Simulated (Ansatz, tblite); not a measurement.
Spin states of trans-NiCl2(NH3)2 (NiN₂Cl₂H₆), formally d⁸, each relaxed with PBE-D4/def2-SVP in Ansatz. Electronic energies in the gas phase.

The xTB rows come from tblite. The name describes the singlet; other states may take another shape.

Singlet geometry:

```xyz
11

Ni    0.000    0.002   -0.001
Cl    0.029    1.897   -1.094
N    -1.826    0.291    0.454
H    -1.890    0.862    1.311
H    -2.292   -0.609    0.645
H    -2.309    0.812   -0.293
Cl   -0.029   -1.894    1.090
N     1.826   -0.290   -0.455
H     1.892   -0.930   -1.261
H     2.326   -0.742    0.325
H     2.273    0.601   -0.720
```

Triplet geometry:

```csv
atom,x (Å),y (Å),z (Å)
Ni1,0.000,0.000,0.001
Cl2,-0.119,-0.708,2.125
N3,-0.184,1.949,0.638
H4,-1.173,2.215,0.748
H5,0.228,2.592,-0.054
H6,0.260,2.079,1.558
Cl7,0.127,0.708,-2.123
N8,0.183,-1.950,-0.637
H9,1.166,-2.193,-0.819
H10,-0.322,-2.099,-1.522
H11,-0.166,-2.595,0.087
```

Run but left out: HF/STO-3G, BHLYP-D4/def2-TZVP, B2PLYP/def2-TZVP (singlet: restricted singlet, unstable in another Hartree–Fock run and untested here); HF/def2-SVP, HF/def2-TZVP, PBE0-D4/def2-TZVP, MP2/def2-SVP, MP2/def2-TZVP, CCSD/def2-SVP, CCSD(T)/def2-SVP (singlet: restricted singlet, unstable towards broken spin symmetry).

Only these spin states were relaxed.

```tsv
level	triplet − singlet (kJ/mol)	lowest of these
GFN1-xTB	142.8	singlet
GFN2-xTB	112.6	singlet
PBE-D4/def2-TZVP	67.2	singlet
revPBE-D4/def2-TZVP	59.2	singlet
r2SCAN-D4/def2-TZVP	27.8	singlet
r2SCANh-D4/def2-TZVP	6.0	singlet
r2SCAN0-D4/def2-TZVP	-28.1	triplet
```

```
  state  donor atoms  mean metal–ligand distance (Å)  range (Å)  Mulliken spin on the metal (PBE0)
singlet            4                           2.046  1.90–2.19                                  0
triplet            4                           2.151  2.06–2.24                               1.63
```

⟨S²⟩ at PBE0-D4/def2-TZVP: singlet 0.00 (pure 0.00), triplet 2.01 (pure 2.00).

Change of the triplet − singlet gap on mixing in exact exchange, in kJ/mol: r2SCAN to r2SCANh (10 % exact exchange) -21.8; r2SCAN to r2SCAN0 (25 % exact exchange) -55.9.

The xTB methods have no term that favours high spin, so they put low spin too low.
